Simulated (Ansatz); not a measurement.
Computed with Ansatz on PBE0-D4/def2-TZVP structures; ΔE is electronic, products minus reactants. CCSD(T)/CBS is the MP2 limit (def2-TZVPP, def2-QZVPP) plus CCSD(T) − MP2 in def2-TZVPP, frozen cores. This one scheme is used for every species, atoms too. Functionals use def2-TZVPP. Open shells (•) are unrestricted, without spin–orbit coupling. Spin–orbit coupling would lower the free atoms: a little for C, F; strongly for Te. def2 core potentials past Kr. For Te outer-core shells are correlated without core-valence functions, so the limit isn't a true one: a few kJ/mol of doubt a bond, and 10 to 20 or more in all where bonds break to atoms. One conformer a species, not always the lowest.

Reaction (atomization): `NC(F)[TeH]` → C• + F• + 4 H• + N• + Te•

```
       level  ΔE (kcal/mol)
CAM-B3LYP-D4          618.5
     r2SCAN0          597.1
       BHLYP          582.8
MP2/def2-SVP          572.8
```

**Question.** What does CCSD(T)/CBS give? (Estimate.)

**Answer.** Ansatz gave: +617.7 kcal/mol. The listed levels differ from it by 0.8, -20.6, -34.9, -44.9 kcal/mol.

Largest T1 diagnostic among the species: 0.012.

From r2SCAN to r2SCAN0 (25 % exact exchange), in def2-TZVPP and without D4, ΔE moves by −16.3 kcal/mol: exact exchange takes away binding that semilocal exchange gives to molecules. The D4 term adds +6.0 kcal/mol with B3LYP and +3.1 kcal/mol with PBE0; it sums over pairs of atoms, weighted by their polarisabilities, and B3LYP, whose exchange is more repulsive, gets the larger term. Leaving LDA and LC-ωPBE aside and taking each functional with its dispersion term where it has one, the values, not all of them listed here, spread over 51.0 kcal/mol, from BHLYP-D4 to PBE-D4. LDA lies +98.6 kcal/mol from PBE without D4, its usual overbinding.

B3LYP here is the variant with VWN-RPA as its local correlation; programs differ in this.

For atomizations the MP2-based limit and the directly extrapolated one differ by several kJ/mol either way, and by 10 to 25 for some Ge, Se and Sn compounds, so smaller differences from it don't rank the levels.
